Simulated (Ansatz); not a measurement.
Geometry optimisation, RKS LDA/def2-SVP in Ansatz 0.2.0.

The input (input.yaml):

```yaml
crystal:
  periodic: [false, false, false]
  atoms:
    - { symbol: W, position_ang: [-0.060121, 0.21867, 0.382647] }
    - { symbol: F, position_ang: [0.741118, 0.308969, 2.042608] }
    - { symbol: H, position_ang: [1.341482, -0.722316, 0.266068] }
    - { symbol: H, position_ang: [-0.120969, 1.706581, -0.451736] }
    - { symbol: H, position_ang: [-1.525008, -0.652517, 0.404377] }
    - { symbol: H, position_ang: [-0.164605, -1.141254, -0.595608] }
    - { symbol: H, position_ang: [0.727703, 0.281866, -1.108855] }
basis:
  gaussian: { orbitals: def2-SVP }
hamiltonian:
  xc: lda
relax:
  f_tol: 0.03
  max_steps: 50
output:
  orbitals: {}
```

Command:

```bash
$ ansatz run input.yaml --threads 1 --pin off --max-ram 2048MiB --backend cpu --events-out ev --progress --plain --runs-dir out
```

Problem. Where does it end, and by what steps?

Solution. The run converged. After 4 steps the energy has fallen by 0.079 eV; H3 moved furthest, 0.17 Å.

| step | energy less start (eV) | largest force component (eV/Å) | accepted |
| --- | --- | --- | --- |
| 0 | 0.0000 | 0.651 | yes |
| 1 | -0.0586 | 0.267 | yes |
| 2 | -0.0665 | 0.209 | yes |
| 3 | -0.0785 | 0.057 | yes |
| 4 | -0.0787 | 0.005 | yes |

```xyz
7
Properties=species:S:1:pos:R:3
W -0.028 0.194 0.399
F 0.697 0.355 2.091
H 1.313 -0.732 0.099
H -0.142 1.679 -0.431
H -1.536 -0.602 0.386
H -0.149 -1.210 -0.530
H 0.784 0.316 -1.076
```

Whether the end is a true minimum wasn't checked by a vibrational analysis.

The run took 7.2 s on 1 thread of Arm Neoverse V2, with other jobs on the host, peak memory 0.12 GiB.
